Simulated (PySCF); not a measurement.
Distorted geometries of CeCl3(NH3)

CeCl3(NH3) (singlet in the valence; each metal's 4f electrons, 1 of them, lie in its core potential, out of spins and levels). PySCF 2.14.0, RKS PBE0, Ce lcecp-1-SVP with ECP47, Cl def2-SVP, N def2-SVP, H def2-SVP; non-relativistic Hamiltonian with scalar-relativistic core potentials where named; density fitting; no spin-orbit coupling. Relaxed geometry:

```xyz
8

Ce    0.0554   -0.0554    0.0554
Cl    1.1983    1.9931    1.1983
Cl   -1.9931   -1.1983    1.1983
Cl    1.1983   -1.1983   -1.9931
N    -1.4495    1.4495   -1.4495
H    -2.0602    2.0602   -0.9023
H    -0.9023    2.0602   -2.0602
H    -2.0602    0.9023   -2.0602
```

Task: Order these distorted geometries by energy above the relaxed one, lowest first.
A.
```xyz
8

Ce    0.0489    0.0043    0.0098
Cl    1.2091    1.9762    1.2228
Cl   -2.0420   -1.2090    1.1779
Cl    1.1457   -1.2083   -2.0015
N    -1.4390    1.4191   -1.4494
H    -2.0280    2.0336   -0.9326
H    -0.8917    2.0696   -2.0121
H    -2.0165    0.9280   -2.0285
```
B.
```xyz
8

Ce    0.0734   -0.0236    0.0444
Cl    1.2096    1.9931    1.2151
Cl   -1.9864   -1.1892    1.1870
Cl    1.1673   -1.1499   -2.0133
N    -1.4240    1.4366   -1.4573
H    -2.0689    2.0283   -0.8686
H    -0.9001    2.0444   -2.0455
H    -2.0842    0.8737   -2.0752
```
C.
```xyz
8

Ce    0.1336   -0.1330   -0.0195
Cl    1.1270    2.1291    1.2050
Cl   -2.0066   -1.2027    1.2617
Cl    1.1262   -1.2899   -1.9608
N    -1.4155    1.4706   -1.5007
H    -1.9923    2.1343   -0.8630
H    -0.9648    2.0079   -2.1336
H    -2.0209    0.8972   -2.0025
```

Result: B (0.09 eV), A (0.22 eV), C (0.61 eV).

Task: Which forces (eV/Å) act in the one that lies 0.61 eV up?

Result: 
```
Ce  -1.34  1.80  2.41
Cl  -0.31 -0.98 -0.59
Cl   0.76  0.31 -0.53
Cl   0.76 -0.84 -1.43
N   -1.40  0.00  5.49
H    1.18 -1.53 -1.45
H    2.18  2.58 -2.77
H   -1.82 -1.33 -1.14
```
Forces carry noise of the integration grid, about 0.01 to 0.03 eV/Å.

An lcecp potential fixes the number of 4f electrons, so in runs with it no electron can move into or out of that shell.
